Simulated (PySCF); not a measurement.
# UHF on Rh³⁺ (rhodium, charge +3)

Configuration: [Kr] 4d6, high-spin 5D determinant. All numbers are calculated (PySCF 2.14, scalar relativity through the core potential, in def2-TZVPPD with the def2 core potential (28 electrons) (6s4p3d2f1g, 56 functions)).

```json
{"Total energy": "-107.837963 hartree", "One-electron energy": "-172.8570 hartree", "Hartree (Coulomb) energy": "74.8590 hartree", "Exchange energy": "-9.8399 hartree", "⟨S²⟩": "6.0026", "⟨L²⟩": "6.028", "Sum of ⟨r⟩": "16.73 bohr", "Sum of ⟨r²⟩": "23.01 bohr²", "Traceless quadrupole moment −½Σ⟨3z² − r²⟩ along its main axis": "0.579 e·bohr²"}
```

| shell | electrons | mean orbital energy (eV) | spread (eV) | rms radius, mean of both spins (bohr) |
| --- | --- | --- | --- | --- |
| 4s α | 1 | -142.70 | 0 | 1.05 |
| 4s β | 1 | -134.52 | 0 | 1.05 |
| 4p α | 3 | -105.17 | 1.801 | 1.15 |
| 4p β | 3 | -94.998 | 1.459 | 1.15 |
| 4d α | 5 | -48.644 | 2.098 | 1.47 |
| 4d β | 1 | -44.214 | 0 | 1.47 |

Energies and moments cover only the electrons outside the core potential.
